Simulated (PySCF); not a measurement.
# Stretching TbF

Set-up: PySCF, spin-free X2C with a Gaussian nucleus, basis sets Tb x2c-SVPall, F x2c-SVPall. Energies in eV from Tb (4f9 6s2) + F in their ground configurations at the same level. State: septet, about 8.2 electrons in the 4f shell (Mulliken), real f orbitals that mix terms.

All columns are PBE0. A positive dipole means Tb(−)F(+).

```tsv
R (Å)	E (eV)	μ (D)	Mulliken charge on Tb (basis-dependent)	HOMO (eV)	LUMO (eV)	Mayer bond order	⟨S²⟩
1.676	-5.179	-0.46	0.16	-4.32	-1.50	1.34	12.01
1.754	-5.910	-0.89	0.22	-4.41	-1.64	1.29	12.01
1.832	-6.308	-1.31	0.27	-4.49	-1.87	1.24	12.01
1.891	-6.446	-1.62	0.30	-4.55	-2.02	1.20	12.02
1.949	-6.481	-1.93	0.34	-4.60	-2.14	1.16	12.02
2.007	-6.438	-2.24	0.37	-4.64	-2.25	1.12	12.02
2.085	-6.292	-2.66	0.40	-4.70	-2.36	1.07	12.02
2.183	-6.014	-3.19	0.44	-4.76	-2.48	1.01	12.02
2.300	-5.603	-3.82	0.47	-4.83	-2.60	0.96	12.02
2.456	-5.002	-4.66	0.50	-4.92	-2.73	0.91	12.02
```

A fit through these points gives, at Re = 1.943 Å, μ = -1.90 D and dμ/dR = -5.34 D/Å; the reduced mass is 16.97 u.

How strong is the fundamental in the double-harmonic approximation, I = 42.26·(dμ/dR)²/μred km/mol?

I = 42.26·(-5.34)²/16.97 = 71.0 km/mol at PBE0.

Spin–orbit coupling is left out, which matters for elements this heavy, above all for dissociation energies. The state is the lowest single determinant that the PBE0 search found; with open d or f shells the true ground state can be another one.
